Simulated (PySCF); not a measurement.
C₃H₃N₂ (SMILES [c]1c[nH]cn1), doublet (typed; the unrestricted solution is spin-contaminated), geometry from GFN2-xTB. Base run: DF-HF/6-31G (PySCF).

PySCF was given this input:
```python
from pyscf import gto, scf

mol = gto.M(
    atom='''
C     0.62144743   -1.03886727   -0.00704831
C     1.15265949    0.20944187    0.02891025
N     0.05451505    1.04591052    0.02172701
C    -1.04336427    0.24979233   -0.01753433
N    -0.70674734   -1.01313845   -0.03511281
H     2.15724996    0.57184534    0.05764149
H     0.07195203    2.05438155    0.04192068
H    -2.04803183    0.62216701   -0.03182727
''',
    basis='6-31g',
    spin=1,
    verbose=4,
)

mf = scf.UHF(mol)
mf = mf.density_fit(auxbasis='def2-universal-jkfit')
mf.kernel()
```

Each row names what was changed in the base input (with any setting that the change needs).

```json
[
 {"change": "base", "basis functions": "51", "E (Eh)": "-224.05103", "HOMO (eV)": "-9.08", "dipole (D)": "4.48"},
 {"change": "basis = STO-3G", "basis functions": "28", "E (Eh)": "-221.32961", "HOMO (eV)": "-7.42", "dipole (D)": "3.32"},
 {"change": "basis = pcseg-0", "basis functions": "51", "E (Eh)": "-223.49460", "HOMO (eV)": "-9.31", "dipole (D)": "4.65"},
 {"change": "basis = LANL2DZ", "basis functions": "51", "E (Eh)": "-224.07894", "HOMO (eV)": "-9.24", "dipole (D)": "4.66"},
 {"change": "basis = 3-21G", "basis functions": "51", "E (Eh)": "-222.89136", "HOMO (eV)": "-9.00", "dipole (D)": "4.41"},
 {"change": "basis = def2-SV(P)", "basis functions": "76", "E (Eh)": "-223.98003", "HOMO (eV)": "-8.97", "dipole (D)": "4.27"},
 {"change": "basis = 6-31G*", "basis functions": "76", "E (Eh)": "-224.15767", "HOMO (eV)": "-8.77", "dipole (D)": "4.21"},
 {"change": "basis = pcseg-1", "basis functions": "85", "E (Eh)": "-224.09671", "HOMO (eV)": "-9.01", "dipole (D)": "4.37"},
 {"change": "basis = 6-31G**", "basis functions": "85", "E (Eh)": "-224.16593", "HOMO (eV)": "-8.77", "dipole (D)": "4.21"},
 {"change": "basis = cc-pVDZ", "basis functions": "85", "E (Eh)": "-224.18006", "HOMO (eV)": "-8.79", "dipole (D)": "4.18"},
 {"change": "basis = def2-SVP", "basis functions": "85", "E (Eh)": "-223.99246", "HOMO (eV)": "-8.96", "dipole (D)": "4.29"},
 {"change": "basis = pcseg-2", "basis functions": "192", "E (Eh)": "-224.23224", "HOMO (eV)": "-8.95", "dipole (D)": "4.27"},
 {"change": "basis = def2-TZVPD", "basis functions": "212", "E (Eh)": "-224.24571", "HOMO (eV)": "-8.95", "dipole (D)": "4.20"}
]
```

Totals compare only among sets that treat the same electrons; sets with core potentials leave the core out.

Open shells are given as the SCF converged; they aren't shown to be the lowest states, and a large step between rows can be another state.
